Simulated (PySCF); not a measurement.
Molecule: SMILES O=C1NCC[C@H]1O[SiH3], C$_{4}$H$_{9}$NO$_{2}$Si.

Cartesian coordinates in Å; atom numbers follow the order of the lines, from 1:
```xyz
17

O     0.774   -0.765   -1.745
C    -0.033   -0.184   -1.059
N    -1.358   -0.096   -1.252
C    -2.070    0.610   -0.211
C    -1.060    0.639    0.942
C     0.295    0.573    0.228
O     1.286   -0.034    0.967
Si    2.486   -1.011    0.435
H    -1.820   -0.487   -2.057
H    -2.324    1.626   -0.540
H    -2.993    0.088    0.049
H    -1.156   -0.252    1.564
H    -1.165    1.519    1.572
H     0.630    1.582   -0.065
H     3.313   -0.379   -0.587
H     3.169   -1.085    1.725
H     2.018   -2.332    0.024
```

Frames of a GFN2-xTB Langevin trajectory at 300 K; GIAO PBE0/pcSseg-1 shieldings in PySCF 2.14.0 with density-fitted response routines, gas phase, non-relativistic; equivalent atoms averaged within each frame.

References, each an isolated molecule treated in the same way: H2O for 17O (σ = 336.08 ppm); TMS for 13C (σ = 186.93 ppm) and 29Si (σ = 349.16 ppm) and 1H (σ = 31.72 ppm); 15N (σ = 267.73 ppm) vs NH3. The references are static minima.

Q: How do the shifts (ppm) fluctuate along the trajectory?

A: 
```tsv
time (fs)	O1	O7	C2	C6	C4	C5	N3	Si8	H15/H16/H17	H14
optimised geometry	377.0	15.9	177.4	72.2	40.7	35.6	124.4	-41.6	5.00	4.42
250	371.6	34.3	174.2	77.5	49.3	28.2	113.6	-37.3	5.36	4.84
425	467.6	10.9	196.5	65.6	40.3	44.0	127.1	-49.5	5.30	4.90
625	382.6	19.2	180.1	70.7	37.2	27.2	125.3	-43.2	4.69	4.24
800	388.9	26.7	174.7	72.9	42.7	39.9	118.2	-33.4	4.97	4.36
1000	395.2	14.7	180.4	72.8	39.2	47.7	141.3	-33.9	4.99	5.23
mean of frames	401.2	21.2	181.2	71.9	41.8	37.4	125.1	-39.5	5.06	4.71
standard deviation	38.2	9.4	9.1	4.3	4.7	9.3	10.6	6.9	0.27	0.41
```

5 frames give an uncertainty of the mean of about the standard deviation over 2.2 at best, since frames this close in time may not be independent; classical motion lacks zero-point vibration, and the reference would need the same averaging.
